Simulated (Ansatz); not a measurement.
CH₆BNSi (`[SiH3]N1BC1`). Charge 0, multiplicity 1. Geometry: relaxed with PBE0-D4/def2-TZVP.

```xyz
10

Si   -1.361    0.436    0.611
N     0.154    0.206   -0.165
B     1.265    0.468   -0.903
C     1.123   -0.931   -0.284
H    -1.217    0.216    2.074
H    -1.823    1.821    0.347
H    -2.350   -0.541    0.084
H     1.795    1.317   -1.534
H     1.637   -1.208    0.635
H     0.777   -1.785   -0.865
```

(1) What is the dipole moment at ωB97M-V/def2-TZVPP? (An estimate is asked.)

(2) And with PBE, r2SCAN, B3LYP? (Best estimate.)

(3) Give the Mulliken charges with ωB97M-V, PBE, r2SCAN in def2-TZVPP. (Best estimate.)

Results:

(1) Ansatz gave: 0.23 D, with components (-0.13, -0.14, 0.13) D in this frame, pointing from negative to positive charge.

(2) The calculation gave: PBE 0.39 D, r2SCAN 0.27 D, B3LYP 0.26 D.

(3) The calculation gave: 
```tsv
atom	ωB97M-V	PBE	r2SCAN
Si1	0.26	0.26	0.37
N2	-0.16	-0.02	-0.12
B3	-0.10	-0.11	-0.08
C4	-0.24	-0.19	-0.12
H5	-0.03	-0.05	-0.07
H6	-0.03	-0.05	-0.07
H7	-0.03	-0.05	-0.07
H8	0.11	0.03	0.03
H9	0.11	0.09	0.07
H10	0.11	0.09	0.07
```

B3LYP here is the variant with VWN-RPA as its local correlation; programs differ in this.
